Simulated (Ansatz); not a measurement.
This singlet lies 0.97 eV below the relaxed triplet at the level B3LYP/cc-pVTZ // PBE0-D3(BJ)/def2-TZVP (Ansatz, a program for electronic structure).

Species: CH₃GeNSi, SMILES `N#[C][Ge][SiH3]` (lower singlet) (charge 0, multiplicity 1).

Give a relaxed geometry from Ansatz with PBE0-D3(BJ)/def2-TZVP.

the end point of this relaxation (outside a Z-matrix the atoms follow the SMILES, hydrogens last).
Bonded distances (Å): N1–C2 1.158, C2–Ge3 1.962, Ge3–Si4 2.464, Si4–H5 1.488, Si4–H6 1.489, Si4–H7 1.488. Angles (°): N1–C2–Ge3 176.0, C2–Ge3–Si4 88.2, Ge3–Si4–H5 111.5, Ge3–Si4–H6 108.6, Ge3–Si4–H7 109.0, H5–Si4–H6 109.1, H5–Si4–H7 109.1, H6–Si4–H7 109.5.
